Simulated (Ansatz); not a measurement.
Start from `O[AsH2]` and change one element to get `[OH][SbH2]`.

Ansatz, PBE0-D4/def2-TZVP geometries, multiplicity 1. 

Elements past krypton have def2 core potentials. Scalar relativity is left out up to krypton.

| property | `O[AsH2]` |
| --- | --- |
| LUMO energy (ωB97M-V/def2-TZVPP) / eV | 1.39 |
| HOMO–LUMO gap (ωB97M-V/def2-TZVPP) / eV | 11.11 |
| size of the dipole moment (PBE/def2-TZVPP) / D | 1.12 |
| HOMO energy (PBE/def2-TZVPP) / eV | -6.32 |
| size of the dipole moment (ωB97M-V/def2-TZVPP) / D | 1.27 |
| HOMO–LUMO gap (PBE/def2-TZVPP) / eV | 4.93 |

Q: Give the same properties after the change, and the shifts. (Estimate.)

A: Ansatz gave: 
```csv
property,`[OH][SbH2]`,shift
LUMO energy (ωB97M-V/def2-TZVPP) / eV,0.56,-0.83
HOMO–LUMO gap (ωB97M-V/def2-TZVPP) / eV,10.07,-1.04
size of the dipole moment (PBE/def2-TZVPP) / D,1.78,0.66
HOMO energy (PBE/def2-TZVPP) / eV,-6.29,0.03
size of the dipole moment (ωB97M-V/def2-TZVPP) / D,1.94,0.67
HOMO–LUMO gap (PBE/def2-TZVPP) / eV,4.35,-0.58
```

With PBE0 the HOMO rises by 0.13 eV and the LUMO falls by 0.65 eV, so the gap narrows by about 0.78 eV. PBE moves the HOMO by 0.03 eV and ωB97M-V by 0.21 eV. Dipoles are sizes alone; their direction can turn.

Spin–orbit coupling is left out; it splits and shifts lone-pair levels of the heavy atoms by tenths of an eV.
